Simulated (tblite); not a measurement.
Compound: C5H10FNSi.
Numbering: `[NH2:1][SiH2:2][C@@H:3]1[CH:4]=[CH:5][CH2:6][C@H:7]1[F:8]` (hydrogens: H9, H10 on N1; H11, H12 on Si2; H13 on C3; H14 on C4; H15 on C5; H16, H17 on C6; H18 on C7)

Geometry (GFN2-xTB, Å), atoms numbered from 1 in this order:
```xyz
18
C5H10FNSi angstrom
N      2.5424   -0.7754    1.0306
Si     0.9923   -1.3388    0.5451
C      0.3248    0.0146   -0.6214
C      0.1990    1.3255    0.0835
C     -1.0616    1.6710    0.2846
C     -2.0124    0.6601   -0.2845
C     -1.1020   -0.2724   -1.0927
F     -1.2180    0.0286   -2.4439
H      3.0704   -1.3107    1.6993
H      3.1628   -0.3719    0.3468
H      0.9548   -2.6204   -0.1800
H      0.1921   -1.4345    1.7656
H      0.9794    0.0981   -1.4926
H      1.0675    1.8763    0.3981
H     -1.4164    2.5548    0.7848
H     -2.5291    0.1130    0.5076
H     -2.7646    1.1142   -0.9322
H     -1.3900   -1.3257   -1.0172
```

Computed with GFN2-xTB (tblite): harmonic, unscaled wavenumbers at the GFN2-xTB geometry, gas phase. The method is semi-empirical: single wavenumbers can be off by several per cent or more. Modes of hydrogen on silicon can be 10 to 20 % off. One conformer, not necessarily the lowest.

Harmonic wavenumbers (cm⁻¹): 44.7, 62.0, 133.4, 172.6, 204.9, 235.8, 354.6, 406.8, 422.8, 496.7, 524.8, 569.5, 667.1, 711.4, 743.0, 764.6, 798.3, 799.3, 848.2, 868.0, 880.4, 913.0, 978.4, 984.3, 1019.2, 1052.5, 1097.0, 1111.4, 1142.5, 1159.3, 1216.7, 1238.4, 1279.7, 1311.0, 1323.0, 1450.8, 1518.3, 1691.2, 2173.5, 2271.4, 2929.4, 2946.3, 2956.4, 2986.3, 3116.2, 3132.9, 3472.7, 3512.2.

A = 2953, B = 1133, C = 973.6 MHz; mass 131.057 u (most abundant isotopes); point group C1, symmetry number 1.

Zero-point energy?

½Σν̃ = 30346 cm⁻¹ = 86.77 kcal/mol.

Entropy at 400 K, 1 bar (ideal gas, RRHO, classical rotation)?

Translation 42.01, rotation 29.86, vibration 36.49: S = 108.4 cal/(mol K).

And Cp and H(400 K) − H(0)?

Cp = 47.78 cal/(mol K), of which vibrations give 39.83 (their classical limit is 48 R = 95.4); H(400 K) − H(0) = 10.91 kcal/mol without the zero-point energy, 7.73 from vibrations.

What must be added to the electronic energy to get the Gibbs energy at 400 K and 1 bar?

ZPE + [H(400 K) − H(0)] − T·S = 86.77 + 10.91 − 43.34 = 54.34 kcal/mol.

Which modes carry the vibrational entropy at 400 K?

44.7 cm⁻¹: 5.62; 62.0 cm⁻¹: 4.97; 133.4 cm⁻¹: 3.47; 172.6 cm⁻¹: 2.97; 204.9 cm⁻¹: 2.64; 235.8 cm⁻¹: 2.37 cal/(mol K); the other 42 give 14.45 together.

Hindered rotation and anharmonicity are outside this model. Other conformers, if any are populated, would add a mixing term that is left out. The structure is chiral; the term R ln 2 for an equal mix with its mirror image is left out.
